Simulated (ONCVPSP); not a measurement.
# Ge, ONCV: configuration errors across variants

germanium, optimised norm-conserving Vanderbilt (ONCV), made with ONCVPSP 4.0.1 (BLYP, fully relativistic). Core [Ar] 3d10, reference 4s1.5 4p2.5. Waves: 4s: rc 1.75 bohr, ncon 4, nbas 9, qcut 3.3 1/bohr, 2 projectors, debl 2.5 Ha; 4p: rc 2.15 bohr, ncon 4, nbas 9, qcut 3.5 1/bohr, 2 projectors, debl 2.7 Ha. Local part: polynomial inside 1.35 bohr (lpopt 5, dvloc0 0 Ha). Core correction: none.

Open shells are filled in proportion to 2j + 1.

All-electron excitation energies from the reference (eV): (1) 4s2 4p2 -3.976; (2) 4s2 4p1 3.390; (3) 4s2 4p0 18.850; (4) 4s1 4p0 53.796.

1 further variants failed, have other tests or too few solved ones, and are left out.

Errors AE − PS in meV (a dash: test not solved or not reliable):

```tsv
change	(1)	(2)	(3)	(4)	bound ghosts	GHOST(+) flags above zero
base	+4.0	+20	+85	+313	none	s
s: qcut 2.1	+5.4	+26	+109	+324	none	s
s: qcut 2.6	+4.6	+23	+99	+318	none	s
s: qcut 2.9	+4.1	+21	+91	+316	none	s
s: qcut 3.5	+4.1	+20	+84	+313	none	s
s: qcut 3.9	+4.6	+20	+85	+316	none	s
```

(1) Give the same row for: s: qcut 4.4.

Results:

(1) +5.1, +21, +87, +318; bound ghosts: none; GHOST(+) flags above zero: s.
